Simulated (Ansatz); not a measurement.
Basis-set series for `C#[C][Al]([F])[Cl]`. Charge 0, multiplicity 1. Geometry: relaxed with PBE0-D4/def2-TZVP.

| atom | x (Å) | y (Å) | z (Å) |
| --- | --- | --- | --- |
| C1 | 1.452 | -1.111 | 0.466 |
| C2 | 0.530 | -0.410 | 0.120 |
| Al3 | -0.908 | 0.686 | -0.389 |
| F4 | -1.294 | 0.848 | -1.971 |
| Cl5 | -2.044 | 1.716 | 1.004 |
| H6 | 2.265 | -1.730 | 0.771 |

```
functional       basis  functions  energy (Eh)  HOMO (eV)  LUMO (eV)
   PBE0-D4  def2-TZVPP        191   -879.02384      -8.76      -1.49
   PBE0-D4  def2-QZVPP        341   -879.05505      -8.77      -1.53
   ωB97M-V  def2-TZVPP        191   -879.39833     -11.02       0.32
   ωB97M-V  def2-QZVPP        341   -879.42750     -11.04       0.22
```

Problem. Give the rows for def2-SVP. (Estimate.)

Solution. Ansatz gave: 
```json
{"functional": "PBE0-D4", "basis": "def2-SVP", "functions": "83", "energy (Eh)": "-878.56486", "HOMO (eV)": "-8.69", "LUMO (eV)": "-1.38"}
{"functional": "ωB97M-V", "basis": "def2-SVP", "functions": "83", "energy (Eh)": "-878.93633", "HOMO (eV)": "-10.92", "LUMO (eV)": "0.52"}
```

Positive LUMOs are unbound and depend on the basis.
